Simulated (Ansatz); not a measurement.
H5NOSiSn can be A, `[NH2][SnH]1[O][SiH2]1`, or B, `[OH][SnH]1[NH][SiH2]1`.

Gas-phase electronic energies from Ansatz, PBE0-D4/def2-TZVP geometries. CCSD(T)/CBS is the MP2 limit (def2-TZVPP, def2-QZVPP) plus CCSD(T) − MP2 in def2-TZVPP, frozen cores. Functionals use def2-TZVPP. B3LYP here is the variant with VWN-RPA as its local correlation; programs differ in this. def2 core potentials past Kr. For Sn outer-core shells are correlated without core-valence functions, which leaves a few kJ/mol of doubt a bond. One conformer a species, not always the lowest.

**Question.** Which isomer does CCSD(T)/CBS put lower? Give the gap. (Best estimate.)

**Answer.** Ansatz gave: A, by 11.5 kcal/mol.

**Question.** Give E(B) − E(A) in kcal/mol with B3LYP, CCSD/def2-TZVPP, CCSD(T)/def2-TZVPP, PBE-D4, B3LYP-D4, ωB97M-V, B2PLYP. (An estimate is asked.)

**Answer.** The calculation gave: B3LYP 13.1, CCSD/def2-TZVPP 11.8, CCSD(T)/def2-TZVPP 12.0, PBE-D4 12.2, B3LYP-D4 12.9, ωB97M-V 11.9, B2PLYP 13.1. None reverses the order clearly.

Largest T1 diagnostic: 0.016.

From PBE to PBE0 (25 % exact exchange), in def2-TZVPP and without D4, E(B) − E(A) moves by −1.0 kcal/mol.
